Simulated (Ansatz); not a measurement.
Ansatz (a quantum-chemistry and plane-wave program) input:
A basis named .json is the Basis Set Exchange file of that set.

Ansatz 0.2 input:
```yaml
crystal:
  periodic: [false, false, false]
  atoms:
    - {symbol: Zr, position_ang: [-0.00000000, -0.00000000, 0.00000000]}
    - {symbol: Cl, position_ang: [2.22265210, -0.41543655, -0.61614282]}
    - {symbol: Cl, position_ang: [-0.88809796, -0.99736013, 1.92586517]}
    - {symbol: Cl, position_ang: [-1.33455414, 1.41279668, -1.30972235]}
basis:
  gaussian:
    orbitals: def2-QZVPPD.json
    fitting: {mean_field: def2-universal-jkfit, correlation: def2-QZVPPD-RIFIT.json}
magnetization: {spin_polarized: true, initial_magnetization: 1}
correlation: {method: mp2, electrons: outside_noble_gas}
```

Q: Which total energy does the run end on?

A: -1426.07824 Eh (RI-MP2/def2-QZVPPD). The basis has 318 functions.

The spin state was set by rule; other spins were not relaxed.
